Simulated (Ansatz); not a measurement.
Job for Ansatz (a quantum-chemistry and plane-wave program): R-SVWN5/def2-TZVPPD on HBr (SMILES Br) with ghost functions. Files ending in .json are basis or fitting sets from the Basis Set Exchange.

Ansatz 0.2 input:
```yaml
crystal:
  periodic: [false, false, false]
  atoms:
    - {symbol: Br, position_ang: [-0.46725957, -1.37691034, -0.09631907]}
    - {symbol: H, position_ang: [0.41335495, -0.30808090, 0.25409780]}
basis:
  gaussian:
    orbitals: def2-TZVPPD.json
    ghost_atoms:
      - {symbol: O, position_ang: [-1.03932903, -0.11383129, 3.18656952]}
      - {symbol: Si, position_ang: [0.56041697, 0.22257232, 3.38752534]}
      - {symbol: H, position_ang: [-1.28646074, -0.70184546, 2.46536329]}
      - {symbol: H, position_ang: [1.34414409, -0.97017066, 3.78914431]}
      - {symbol: H, position_ang: [0.64222808, 1.26150427, 4.43162863]}
      - {symbol: H, position_ang: [1.16266353, 0.74224166, 2.12706578]}
hamiltonian:
  xc: {name: SVWN5}
scf: {lower_state_search: off}
```

Output:

```
Functional definition: SVWN5
[...]
these checks for a lower state are left out or cut short: stability, starts, cluster_reference, orbital_swaps, neighbouring_geometries, increment
integrals: 0.16 GiB planned
1171 factors; their error is unknown
mean field: 1.04 GiB planned
mean field evaluation 1: about -69965.6373 eV, gradient 1.3e1 eV
mean field evaluation 2: about -69965.7520 eV, gradient 7.3e0 eV
mean field evaluation 4: about -69965.8815 eV, gradient 9.7e-2 eV
mean field evaluation 8: about -69965.8759 eV, gradient 2.5e-2 eV
mean field -69965.87587283 eV, -2571.1985137523 hartree, gradient 4.6e-6 eV, S^2 0.000000; 0 other end points of the search recorded, 0 dependent functions left out
reference -69965.87591854 eV, -2571.1985154322 hartree; 18, 18 occupied and 212, 212 virtual orbitals, 1171 factors
Total energy: -69965.87591854 eV, -2571.1985154322 hartree
Checks for a lower state left out: stability, starts, cluster_reference, orbital_swaps, neighbouring_geometries, increment
```

The run converged.

Cost: very roughly 1.5 core-seconds.
